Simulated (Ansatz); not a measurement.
# Worked example: SnH4 + CuNH2 → SnH3(NH2) + CuH

Species: SnH4 `[SnH4]`, singlet; CuNH2 `[NH2][Cu]`, singlet; SnH3(NH2), singlet; CuH, singlet. The partners trade H for NH2: Sn–H and Cu–NH2 bonds give way to Sn–NH2 and Cu–H.

Shapes, held fixed at every level: PBE0-D4/def2-TZVP. Programs: Ansatz 0.2.0. The zero-point and thermal change to 298 K, harmonic and unscaled (PBE0-D4/def2-TZVP), is -0.4 kJ/mol.

At wB97X-V/def2-TZVPP; 1 Eh = 2625.50 kJ/mol:

```
  species   energy (Eh)
     SnH4   -216.648795
    CuNH2  -1696.296133
SnH3(NH2)   -272.025581
      CuH  -1640.922137
```

Question: Work out ΔH(298 K) of the reaction at this level.

Answer: 
1. Products less reactants: (-272.025581) + (-1640.922137) − [(-216.648795) + (-1696.296133)] = -0.002790 Eh = -7.3 kJ/mol.
2. With the thermal change: -7.3 + (-0.4) = -7.7 kJ/mol.

Other levels give -19.7 (HF/def2-TZVPP) to 0.0 kJ/mol (SPW92/def2-TZVPP). No measured value is set beside it here. For atoms past krypton def2 sets carry core potentials with scalar relativity.
